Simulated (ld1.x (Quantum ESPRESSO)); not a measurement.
Si (Z = 14), TM: configuration errors across variants

silicon (Si), norm-conserving Troullier–Martins (Kleinman–Bylander form), made with ld1.x (Quantum ESPRESSO) 7.5 (LDA (PZ), scalar-relativistic). Core [Ne], reference 3s2 3p2. Waves: 3s (bound): rc 1.30 bohr; 3p (bound): rc 2.15 bohr. Local part: all-electron potential smoothed inside 1.55 bohr (lloc = -2). Core correction: Bessel-smoothed model core, default radius (core density twice the valence density).

All-electron excitation energies from the reference (eV): (1) 3s2 3p1 7.829; (2) 3s2 3p0 23.943; (3) 3s1 3p0 58.088; (4) 3s1 3p2 15.242; (5) 3s2 3p2.3 -0.957; (6) 3s2 3p1.5 2.965; (7) 3s0 3p4 13.779; (8) 3s2 3p2 spin -0.611; (9) 3s2 3p1 spin 7.624.

Spin tests fill each open shell by Hund’s rule, majority spin first.

The default core radius of the base comes out at 1.13 bohr.

Errors AE − PS in meV (a dash: test not solved or not reliable):

```csv
change,(1),(2),(3),(4),(5),(6),(7),(8),(9),bound ghosts
base,+3.5,+27,+78,+3.0,+0.1,+0.5,-15,+5.7,+5.6,none
core correction Bessel-smoothed model core inside 0.56 bohr,+3.5,+27,+77,+2.8,+0.1,+0.5,-16,+5.6,+5.5,none
core correction Bessel-smoothed model core inside 0.72 bohr,+3.5,+27,+77,+2.8,+0.1,+0.5,-16,+5.6,+5.5,none
core correction Bessel-smoothed model core inside 0.82 bohr,+3.5,+27,+77,+2.8,+0.1,+0.5,-16,+5.6,+5.5,none
core correction Bessel-smoothed model core inside 0.98 bohr,+3.5,+27,+77,+2.9,+0.1,+0.5,-16,+5.6,+5.5,none
core correction Bessel-smoothed model core inside 1.10 bohr,+3.5,+27,+78,+2.9,+0.1,+0.5,-15,+5.7,+5.6,none
core correction Bessel-smoothed model core inside 1.28 bohr,+3.5,+27,+79,+3.1,+0.1,+0.5,-15,+6.2,+5.8,none
core correction Bessel-smoothed model core inside 1.44 bohr,+3.6,+28,+84,+3.6,+0.1,+0.5,-13,+7.8,+6.6,none
core correction Bessel-smoothed model core inside 1.54 bohr,+3.6,+29,+90,+4.0,+0.1,+0.5,-12,+9.4,+7.3,none
```

Question: Give the same row for: core correction none.

Answer: +5.5, +49, +249, +16, +0.2, +0.8, +27, +42, +23; bound ghosts: none.
